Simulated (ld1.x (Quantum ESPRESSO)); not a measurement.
What one change does to a pseudopotential (tantalum, ultrasoft)

```json
{"Element": "Ta (Z = 73)", "Generator": "ld1.x (Quantum ESPRESSO) 7.5", "Type": "ultrasoft", "Functional": "PBE", "Relativity": "scalar-relativistic", "Frozen core": "[Xe] 4f14", "Valence charge": "5", "Reference configuration": "5d3 6s1.5 6p0 (charge +0.5)", "Partial waves": "6s (bound): rcut 2.75, rcutus 2.95 bohr; 6s channel at 0.8 Ry: rcut 2.75, rcutus 2.95 bohr; 6p (bound, empty): rcut 2.95, rcutus 3.95 bohr; 6p channel at 1 Ry: rcut 2.95, rcutus 3.95 bohr; 5d (bound): rcut 2.20, rcutus 2.95 bohr; 5d channel at 3.3 Ry: rcut 2.20, rcutus 2.95 bohr", "Local potential": "all-electron potential smoothed inside 2.40 bohr (lloc = -2)", "Core correction": "none", "Augmentation charge": "PSQ, radius 2.35 bohr"}
```

Change: waves 5d (bound): rcut 2.00, rcutus 2.12 bohr; 5d channel at 3.3 Ry: rcut 2.00, rcutus 2.12 bohr.

Cutoffs: the cutoffs (Ry, on a coarse ladder) from which the occupation-weighted sum of valence levels, in a spherical-Bessel basis at the reference potential, stays within 10 and 1 mRy of its value at 400 Ry; they do not see the model core or the augmentation charge, which bear on the density cutoff. Errors are all-electron minus pseudo energies relative to the spin-unpolarised reference configuration.

How do hardness, ghosts and transferability respond?

The potential gets harder (10 Ry and 12 Ry → 18 Ry and 25 Ry); of the 7 tests that both files solve, the error grows in 4 and shrinks in 2 by more than 15 % and 0.3 meV (median size 8.6 → 5.2 meV); the range in which the d phases agree widens (upper end -0.1 → at the end of the scan); neither file shows a bound ghost. A smaller radius makes the pseudo-wave follow the all-electron one further in, where it bends more sharply, so more plane waves are needed.

```csv
quantity,base,changed
"cutoff, loose",10 Ry,18 Ry
"cutoff, tight",12 Ry,25 Ry
loose cutoff by channel (10 mRy a level),"s 6 Ry, d 10 Ry","s 6 Ry, d 18 Ry"
bound ghosts,none,none
"error for 5d3 6s2 6p0, meV [ΔE -3.46 eV]",+1.5,+5.1
"error for 5d3 6s1 6p0, meV [ΔE 5.01 eV]",-1.6,+5.2
"error for 5d3 6s0 6p0, meV [ΔE 19.98 eV]",+47,+126
"error for 5d3 6s0 6p2, meV [ΔE 5.13 eV]",+21,+29
"error for 5d3.5 6s1.5 6p0, meV [ΔE -2.47 eV]",-8.6,-2.5
"error for 5d3 6s1 6p1, meV [ΔE 0.72 eV]",+3.9,+4.1
"error for 5d4 6s0 6p0, meV [ΔE 6.44 eV]",+112,+59
s: phases at 4.28 bohr within 0.05 rad from the reference energy up to (Ry; the scan ends near 5),3.3,3.3
p: phases at 4.28 bohr within 0.05 rad from the reference energy up to (Ry; the scan ends near 5),1.6,1.6
d: phases at 4.28 bohr within 0.05 rad from the reference energy up to (Ry; the scan ends near 5),-0.1,to the end of the scan
lowest overlap eigenvalue by channel,"s 0.46, p 0.55, d 0.79","s 0.46, p 0.55, d 0.25"
```
